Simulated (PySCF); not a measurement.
## Polarisability and C₆ of Ge⁺ (germanium, charge +1)

[Ar] 3d10 4s2 4p1, 2P determinant. Computed with PySCF 2.14 in def2-QZVPPD (12s7p5d4f1g, 95 functions), with no relativity, point nucleus. Coupled (time-dependent) response in atomic units; α is the mean over directions.

```json
{"method": "wB97X", "mean α (bohr³)": "18.84", "α xx, yy, zz": "17.85, 20.82, 17.85", "C₆ (like pair)": "109.2", "S(−4)": "133.3"}
```

S(−4) is the Cauchy moment in α(ω) = α(0) + S(−4) ω² + …

Spin-orbit coupling is absent.

α(iu) at wB97X:

```json
{"u (hartree)": "0", "α(iu) (bohr³)": "18.84"}
{"u (hartree)": "0.0500", "α(iu) (bohr³)": "18.52"}
{"u (hartree)": "0.100", "α(iu) (bohr³)": "17.61"}
{"u (hartree)": "0.200", "α(iu) (bohr³)": "14.81"}
{"u (hartree)": "0.300", "α(iu) (bohr³)": "11.83"}
{"u (hartree)": "0.500", "α(iu) (bohr³)": "7.448"}
{"u (hartree)": "0.750", "α(iu) (bohr³)": "4.568"}
{"u (hartree)": "1.00", "α(iu) (bohr³)": "3.117"}
{"u (hartree)": "1.50", "α(iu) (bohr³)": "1.799"}
{"u (hartree)": "2.00", "α(iu) (bohr³)": "1.225"}
{"u (hartree)": "3.00", "α(iu) (bohr³)": "0.7194"}
{"u (hartree)": "5.00", "α(iu) (bohr³)": "0.3667"}
```

A single London oscillator, α(iu) = α/(1 + u²/ω²), gives C₆ = (3/4) ω α². Matching the computed C₆ needs ω = 4 × 109.2 / (3 × 18.84²) = 0.410 hartree.

For an ion, C₆ is the dispersion term alone; charge-induced terms of lower order in 1/R come first.

The components differ because the open shell of this determinant is not spherical; for a pure term their mean is the scalar polarisability.
